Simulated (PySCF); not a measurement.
# Simulated absorption spectrum

Species: C3H12N2Si.
Z-matrix (Å and degrees, GFN2-xTB geometry), rows numbered from 1:
```
C 
C   1  1.5282
N   2  1.4451  1  114.50
Si  3  1.7226  2  122.88  1   -83.26
N   3  1.4162  2  112.32  1    81.34
C   5  1.4519  3  114.82  2  -107.18
H   1  1.0868  2  110.66  3   -66.64
H   1  1.0875  2  109.87  3   173.72
H   1  1.0878  2  110.09  3    53.91
H   2  1.0944  1  109.52  3   120.96
H   2  1.0926  1  109.15  3  -120.19
H   4  1.4661  3  104.78  2  -157.90
H   4  1.4594  3  105.33  2   -38.51
H   4  1.4739  3  116.15  2    82.67
H   5  1.0187  3  107.91  2   131.09
H   6  1.0894  5  107.85  3   177.10
H   6  1.0885  5  108.88  3    59.10
H   6  1.0981  5  113.65  3   -61.84
```

Computed, not measured: TDDFT wB97X-D/def2-SVPD, vertical, gas phase, core orbitals frozen in the response (PySCF 2.14.0, density-fitted response routines).

Broadening: Gaussians 0.4 eV wide at half height, area fixed by f = 4.319×10⁻⁹ ∫ε dν̃. The cross-section is σ = 3.8235×10⁻²¹ ε cm², given in Mb (10⁻¹⁸ cm²). The width is an assumption, not a result. The curve ends short of the highest state used, and states not computed would add to its high-energy end.

```tsv
E (eV)	σ (Mb)
5.44	0.00
5.48	0.00
5.52	0.00
5.57	0.00
5.61	0.01
5.66	0.01
5.70	0.02
5.74	0.03
5.79	0.05
5.83	0.07
5.88	0.09
5.92	0.11
5.97	0.13
6.01	0.14
6.05	0.15
6.10	0.15
6.14	0.15
6.19	0.17
6.23	0.22
6.28	0.35
6.32	0.54
6.36	0.86
6.41	1.48
6.45	2.18
6.50	3.35
6.54	4.48
6.59	6.01
6.63	7.20
6.67	8.19
6.72	8.97
6.76	9.10
6.81	8.62
6.85	7.80
6.90	6.47
6.94	5.36
6.98	4.39
```

Question: Locate the maxima and give the states behind the curve.

Answer: 204 nm (6.07 eV), ε about 39, made up of S1 (94%) (hardly more than a shoulder); 184 nm (6.75 eV), ε about 2400, made up of S3 (10%) and S4 (88%) (ε in L mol⁻¹ cm⁻¹; maxima over ε = 5, shares over 10%). The states used: S1 6.04 eV (f 0.0006); S2 6.55 eV (f 0.0009); S3 6.66 eV (f 0.0043); S4 6.76 eV (f 0.031); S5 7.23 eV (f 0.0028); S6 7.43 eV (f 0.039); S7 7.50 eV (f 0.023); S8 7.58 eV (f 0.047).

Question: On this curve, what absorbance would a 10⁻³ mol/L sample give at 222 nm over a 1 cm path?

Answer: 222 nm is 5.585 eV, where ε is about 1.1 L mol⁻¹ cm⁻¹, so A = ε c l ≈ 0.0011 (Beer–Lambert, with the gas-phase spectrum and the assumed width).

Question: What would ε be at 6.75 eV, the highest of these maxima, with half the width (0.2 eV)?

Answer: About 4480 L mol⁻¹ cm⁻¹ against 2380, a factor of about 1.9; a lone state at its own centre would give exactly 2.

Question: Coming from long wavelengths, where does ε first pass 100 L mol⁻¹ cm⁻¹?

Answer: At about 197 nm (6.29 eV), 0.25 eV above S1.

One conformer stands for the species.
